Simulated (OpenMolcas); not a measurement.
Tb3+ in a ligand field

Tb3+ with 6 ligands (chloride) in octahedral coordination (Oh) at 2.68 Å. A charge of +0.5 e stands 2.8 Å behind each ligand. Ligand basis ANO-RCC-VDZP.
```
Tb    0.0000    0.0000    0.0000
Cl    2.6800    0.0000    0.0000
Cl    0.0000    2.6800    0.0000
Cl   -2.6800    0.0000    0.0000
Cl    0.0000   -2.6800    0.0000
Cl    0.0000    0.0000    2.6800
Cl    0.0000    0.0000   -2.6800
```

| Property | Result |
| --- | --- |
| Program | OpenMolcas |
| Method | CASSCF |
| Basis | ANO-RCC-VDZP [7s6p4d2f1g] |
| Scalar Hamiltonian | DKH2, point nucleus |
| Active space | 8 electrons in 7 orbitals (4f) |
| State averaging | 2S+1 = 7 even, 7 roots; 2S+1 = 5 even, 62 roots kept (CI in the orbitals of an earlier block); 2S+1 = 3 even, 3 roots kept (CI in the orbitals of an earlier block, 0 in the spin-orbit step) |
| Spin-orbit coupling | RASSI with atomic mean-field integrals over the reference wave functions |

The lowest spin-free states (labels of O, the rotations of Oh), above the lowest:

```json
{"State": "7A2", "Degeneracy": "1", "E (cm-1)": "0.0"}
{"State": "7T2", "Degeneracy": "3", "E (cm-1)": "129.7"}
{"State": "7T1", "Degeneracy": "3", "E (cm-1)": "420.4"}
{"State": "5E", "Degeneracy": "2", "E (cm-1)": "25589"}
{"State": "5T2", "Degeneracy": "3", "E (cm-1)": "25592"}
{"State": "5A1", "Degeneracy": "1", "E (cm-1)": "29075"}
{"State": "5T1", "Degeneracy": "3", "E (cm-1)": "29096"}
{"State": "5E", "Degeneracy": "2", "E (cm-1)": "29110"}
{"State": "5T2", "Degeneracy": "3", "E (cm-1)": "29229"}
{"State": "5T1", "Degeneracy": "3", "E (cm-1)": "29348"}
{"State": "5E", "Degeneracy": "2", "E (cm-1)": "29393"}
{"State": "5T2", "Degeneracy": "3", "E (cm-1)": "29416"}
{"State": "5T2", "Degeneracy": "3", "E (cm-1)": "30519"}
{"State": "5T1", "Degeneracy": "3", "E (cm-1)": "30620"}
{"State": "5E", "Degeneracy": "2", "E (cm-1)": "30621"}
{"State": "5A1", "Degeneracy": "1", "E (cm-1)": "30625"}
{"State": "5T1", "Degeneracy": "3", "E (cm-1)": "35177"}
{"State": "5E", "Degeneracy": "2", "E (cm-1)": "35223"}
{"State": "5T2", "Degeneracy": "3", "E (cm-1)": "35363"}
{"State": "5T1", "Degeneracy": "3", "E (cm-1)": "35483"}
```

The lowest levels with spin-orbit coupling:

| E (cm-1) | Degeneracy | Label | 2S+1 |
| --- | --- | --- | --- |
| 0.0 | 1 | A1 | 7 |
| 21.1 | 3 | T1 | 7 |
| 46.8 | 3 | T2 | 7 |
| 138.5 | 1 | A2 | 7 |
| 178.2 | 3 | T2 | 7 |
| 190.7 | 2 | E | 7 |
| 1996 | 3 | T1 | 7 |
| 2093 | 3 | T2 | 7 |
| 2123 | 2 | E | 7 |
| 2149 | 3 | T1 | 7 |
| 3393 | 1 | A1 | 7 |
| 3399 | 3 | T1 | 7 |
| 3403 | 2 | E | 7 |
| 3558 | 3 | T2 | 7 |
| 4512 | 3 | T1 | 7 |
| 4551 | 3 | T2 | 7 |
| 4585 | 1 | A2 | 7 |
| 5345 | 3 | T2 | 7 |
| 5466 | 2 | E | 7 |
| 5967 | 3 | T1 | 7 |

Powder χT (cm3 K/mol): 1.55 at 2 K, 6.95 at 10 K, 11 at 50 K, 11.4 at 100 K, 11.7 at 200 K, 11.7 at 300 K. The effective moment at 300 K is 2.828 √(χT) = 9.68 μB.

Hund's rules give f8 the level 7F6 with g = 1.500, so an isolated free-ion multiplet has χT = g² J(J+1) / 8 = 11.812 cm3 K/mol. The computed 11.721 at 300 K differs by -1 %, through the field's splitting, the mixing of terms and any other multiplet in reach.

Stevens parameters of the J = 6 multiplet, which is 191 cm-1 wide (cm-1, z along the main axis): B40 = 1.318e-02, B44 = 6.596e-02, B60 = -5.961e-06, B64 = 1.270e-04.

Metal share of the active 4f orbitals (Löwdin): 100, 100, 100, 100, 100, 100, 100 %; Mulliken charge of the metal 2.01.

High states are left out of the spin-orbit mixing, which shifts the levels that they would mix with. Without dynamic correlation the ligand-field splitting of an f shell can come out too small, at times by half. The first state left out of the spin-orbit step lies near 46000 cm-1 above the lowest spin-free state of the reference (among the parities and spins computed), and the lists stop at four fifths of that energy or lower. No measured value stands beside these numbers; the geometry is a model, was not optimised and need not be the one that this ion takes.
